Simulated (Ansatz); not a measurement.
# One elementary step

Start structure (AlAsH₆S, closed shell), relaxed at PBE0-D4/def2-TZVP:

Al1  (-0.547, 0.272, -1.008)
S2  (0.910, 1.845, -1.488)
H3  (-0.188, -1.226, -1.370)
H4  (-1.985, 0.777, -0.589)
H5  (0.295, 0.520, 1.137)
As6  (0.026, -0.559, 2.198)
H7  (1.868, 0.973, -1.844)
H8  (0.871, -1.580, 1.454)
H9  (-1.250, -1.022, 1.510)
(Å)

The step: AlH₃S ([AlH2][SH]) + AsH₃ → AlAsH₄ ([AlH2][AsH2]) + H₂S (still joined by a long Al–S bond); bonds formed: Al1–As6, S2–H5; bonds broken: H5–As6; bonds weakened to dative contacts: Al1–S2. Ansatz 0.2.0; basis: def2-TZVPP and def2-QZVPP; cores frozen in the correlated methods. Filled d shells of the heavier atoms are correlated. The def2 sets are not built for correlating such inner shells, so the correlated values are less sure here. Extrapolation: Hartree–Fock as exp(−7.88 √X), correlation as X^−2.97. Energies below are by CCSD(T) at an estimated basis limit (MP2 extrapolated from triple and quadruple zeta, plus CCSD(T) − MP2 in triple zeta).

What are the electronic barrier and the energy of the step, from the start structure to the end structure? (An estimate is asked for; the value comes from the calculation.)

The calculation gives: Barrier 95.2 kJ/mol; step energy 17.4 kJ/mol (uphill); reverse barrier, their difference, 77.7 kJ/mol. Barrier and step energy count from the start structure, the reverse barrier from the end structure.

The saddle point: One imaginary mode of 830i cm⁻¹.
```
   pair  start (Å)  saddle (Å)  end (Å)
Al1–As6       3.36        2.67     2.46
  S2–H5       3.00        1.64     1.34
 Al1–S2       2.20        2.37     2.54
 H5–As6       1.54        1.94     3.56
```

Zero-point energy (harmonic, PBE0-D4): ZPE is 121.5 kJ/mol at the start and 116.0 kJ/mol at the saddle, so the barrier goes from 95.2 to 89.7 kJ/mol.

The T1 diagnostic stays at or below 0.012.

Labels in which every atom is bracketed show which atoms are joined, not bond orders.

For scale, one of the runs: CCSD(T)/def2-TZVPP, 216 basis functions (an equivalent command: `ansatz run in.yaml --threads 4`). Hardware: 4 CPU threads, shared host. Wall time 50 s; peak host memory 2.9 GiB.
